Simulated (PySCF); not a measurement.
bicarbonate (CHO3), SMILES O=C([O-])O, charge -1. Geometry: PBE-D3(BJ)/def2-SVPD. Other conformers were not sampled.

Calculation: PySCF 2.14.0 with PBE-D3(BJ)/def2-SVPD.

Harmonic wavenumbers (cm⁻¹): 525, 535, 600, 786, 814, 1134, 1271, 1744, 3687. Rotational constants (GHz): 12.06, 11.30, 5.834; symmetry number 1.

Problem. Work out the zero-point energy and the ideal-gas rigid-rotor harmonic-oscillator thermochemistry at 298.15 K and 1 atm.

Solution. ZPE = ½ Σ hcν = ½ × 11095 cm⁻¹ = 15.86 kcal/mol. H − E(el) = 18.71 kcal/mol. Entropy in cal/(mol K): translation 38.25, rotation 23.52, vibration 2.13, total 63.89. G − E(el) = -0.34 kcal/mol. Cp = 13.10 cal/(mol K).
